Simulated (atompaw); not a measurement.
**Sb (Z = 51): one change to a PAW (atompaw) potential, before and after**

```
Element                 : antimony (Sb)
Generator               : atompaw 4.2.0.5
Type                    : PAW
Functional              : PBE
Relativity              : scalar-relativistic
Frozen core             : [Kr] 4d10
Valence charge          : 5
Reference configuration : 5s2 5p3
Partial waves           : 5s (bound): rc 2.25 bohr; 5s channel at 1.3 Ry: rc 2.25 bohr; 5p (bound): rc 2.25 bohr; 5p channel at 0.1 Ry: rc 2.25 bohr; 5d channel at 0.5 Ry: rc 2.25 bohr; 5d channel at 2.4 Ry: rc 2.05 bohr
Local potential         : bessel scheme, radius 1.55 bohr
Core correction         : smooth core density matched at 1.75 bohr
Augmentation charge     : sinc compensation charge, radius 1.90 bohr; PAW radius 2.25 bohr; waves and projectors: custom rrkj gramschmidtortho
```

Change: local potential bessel scheme, radius 1.36 bohr.

Cutoffs: the cutoffs (Ry, on a coarse ladder) from which the occupation-weighted sum of valence levels, in a spherical-Bessel basis at the reference potential, stays within 10 and 1 mRy of its value at 400 Ry; they do not see the model core or the augmentation charge, which bear on the density cutoff.

What does the change do?

Both files are so soft that the ladder of cutoffs tells neither apart; the range in which the s phases agree narrows (upper end 4.1 → 2.2); neither file shows a bound ghost.

| quantity | base | changed |
| --- | --- | --- |
| cutoff, loose | 6 Ry | 6 Ry |
| cutoff, tight | 8 Ry | 8 Ry |
| bound ghosts | none | none |
| s: phases at 2.27 bohr within 0.05 rad from the reference energy up to (Ry; the scan ends near 5) | 4.1 | 2.2 |
| p: phases at 2.27 bohr within 0.05 rad from the reference energy up to (Ry; the scan ends near 5) | 4.9 | 4.6 |
| d: phases at 2.27 bohr within 0.05 rad from the reference energy up to (Ry; the scan ends near 5) | 1.0 | 0.8 |
| lowest overlap eigenvalue by channel | s 0.38, p 0.54, d 1.00 | s 0.36, p 0.52, d 1.00 |

 The cutoffs see the waves, projectors and local potential, not the compensation charge or the core.
